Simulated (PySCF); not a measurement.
# Computed properties of Al(Me)(OH)(SiH3) (CH₇AlOSi), SMILES [CH3][Al]([OH])[SiH3]

CH7AlOSi, SMILES [OH][Al]([CH3])[SiH3]. The structure is a stationary point at r2SCAN-D4/def2-SVP. The values are those of a single conformer. All values are computed for the isolated molecule unless a solvent is named; none is compared with measurement here.

**Structure.** All 27 harmonic modes at r2SCAN-D4/def2-SVP (PySCF) are real, so it is a minimum. With heavy atoms numbered as in [Al:1]([CH3:2])([OH:6])[SiH3:8], the shortest bond between them is Al1–O6 at 1.712 Å and the longest Al1–Si8 at 2.463 Å.

**Vibrations.** The strongest infrared lines (harmonic, unscaled, degenerate partners summed) lie at 686 cm⁻¹ (239 km/mol, H 56 %, C 23 %, Al 20 %), 548 cm⁻¹ (187 km/mol, H 79 %, O 15 %), 848 cm⁻¹ (141 km/mol, H 73 %, Al 10 %, O 9 %). The softest mode is at 28 cm⁻¹ and the zero-point energy is 45.8 kcal/mol.

**Electronic structure.** ωB97X/def2-TZVP (PySCF) places the frontier levels at -9.58 and 0.83 eV, a gap of 10.41 eV, and gives a dipole moment of 0.29 D and a mean polarisability of 72.4 bohr³. PBE/def2-TZVP (PySCF) at the same geometry gives -6.18 and -1.83 eV, so its gap is 6.06 eV narrower. An orbital gap is neither the optical nor the fundamental gap.

**Excitations.** TDA-ωB97X/def2-SVPD (PySCF) has S1 at 5.27 eV (235 nm, f = 0.023, weak); the most intense of the 10 singlets computed lies at 6.93 eV (f = 0.32). T1 (TDA) is at 4.54 eV, 0.73 eV under S1. TDA-PBE/def2-SVPD (PySCF) puts S1 at 4.67 eV. No vertical singlet excitation falls in the visible range (under 3.1 eV).

**NMR.** GIAO shifts at PBE0/pcSseg-1 (PySCF) (non-relativistic, atoms alike by connectivity averaged): ¹³C at -4.1 ppm against TMS; ¹H from 0.1 to 3.7 ppm against TMS; ²⁹Si at -137.9 ppm against TMS.
